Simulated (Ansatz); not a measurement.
Process, species as SMILES: [SeH] (SeH) → [SeH-] (an electron is taken up)
B3LYP-D3(BJ)/def2-TZVP geometries, fixed; electronic energies without zero-point terms; positive where energy is released.

The adiabatic electron affinity at MP2 with Ansatz (an electronic-structure program), in eV, split into its Hartree-Fock and correlation parts. Cores are frozen (with 3d on Ga to Br). Open shells are unrestricted. No added dispersion term, no relativity. Functions are those of the species that has most. These sets lack the diffuse functions that anions need.

| basis | X | functions | Hartree-Fock | MP2 |
|---|---|---|---|---|
| cc-pVDZ | 2 | 32 | 0.697 | 1.301 |
| cc-pVTZ | 3 | 57 | 1.030 | 1.963 |
| cc-pVQZ | 4 | 98 | 1.127 | 2.204 |
| cc-pV5Z | 5 | 159 | 1.152 | 2.285 |

Worked estimate of the basis-set limit from each neighbouring pair, with Hartree-Fock from the larger set and the correlation part extrapolated as X^-3.
Correlation parts: X = 2: 0.604, X = 3: 0.933, X = 4: 1.077, X = 5: 1.133.
- (2,3): (27·(0.933) - 8·(0.604))/19 = 1.072; with Hartree-Fock 1.030 the estimate is 2.102 eV.
- (3,4): (64·(1.077) - 27·(0.933))/37 = 1.182; with Hartree-Fock 1.127 the estimate is 2.309 eV.
- (4,5): (125·(1.133) - 64·(1.077))/61 = 1.192; with Hartree-Fock 1.152 the estimate is 2.344 eV.
The last two estimates differ by 0.035 eV; the largest set lies 0.059 from the last. Over the last step Hartree-Fock moves by 0.025 and the correlation part by 0.056.
